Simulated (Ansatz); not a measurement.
CH8AlClSi2 (`C[Si]([AlH2])([SiH3])Cl`). Total charge 0; spin multiplicity 1. The structure was optimised at the PBE0-D4/def2-TZVP level.

```xyz
13

C     1.426   -0.641    1.103
Si    0.273    0.261   -0.069
Al    0.359   -0.355   -2.441
Si   -1.861    0.472    0.872
Cl    1.007    2.228   -0.275
H     1.071   -1.663    1.261
H     2.437   -0.688    0.693
H     1.465   -0.137    2.071
H     1.681   -0.997   -3.046
H    -0.858    0.002   -3.396
H    -1.792    1.094    2.224
H    -2.477   -0.879    1.005
H    -2.730    1.303   -0.003
```

(1) What is the dipole moment at r2SCAN/def2-TZVPP? (Best estimate.)

(2) And with PBE, B3LYP, ωB97M-V? (Best estimate.)

(3) Give the Mulliken charges with r2SCAN, ωB97M-V, PBE in def2-TZVPP. (Estimate.)

Results:

(1) Ansatz gave: 1.95 D, with components (0.11, -1.85, 0.60) D in this frame, pointing from negative to positive charge.

(2) Ansatz gave: PBE 1.86 D, B3LYP 1.97 D, ωB97M-V 1.99 D.

(3) Ansatz gave: 
| atom | r2SCAN | ωB97M-V | PBE |
| --- | --- | --- | --- |
| C1 | -0.31 | -0.43 | -0.37 |
| Si2 | 0.22 | 0.16 | 0.22 |
| Al3 | 0.47 | 0.35 | 0.32 |
| Si4 | 0.14 | 0.04 | 0.07 |
| Cl5 | -0.28 | -0.24 | -0.25 |
| H6 | 0.08 | 0.12 | 0.11 |
| H7 | 0.09 | 0.13 | 0.12 |
| H8 | 0.08 | 0.13 | 0.11 |
| H9 | -0.16 | -0.10 | -0.11 |
| H10 | -0.15 | -0.10 | -0.11 |
| H11 | -0.06 | -0.01 | -0.04 |
| H12 | -0.07 | -0.03 | -0.05 |
| H13 | -0.05 | -0.01 | -0.03 |

B3LYP here is the variant with VWN-RPA as its local correlation; programs differ in this.
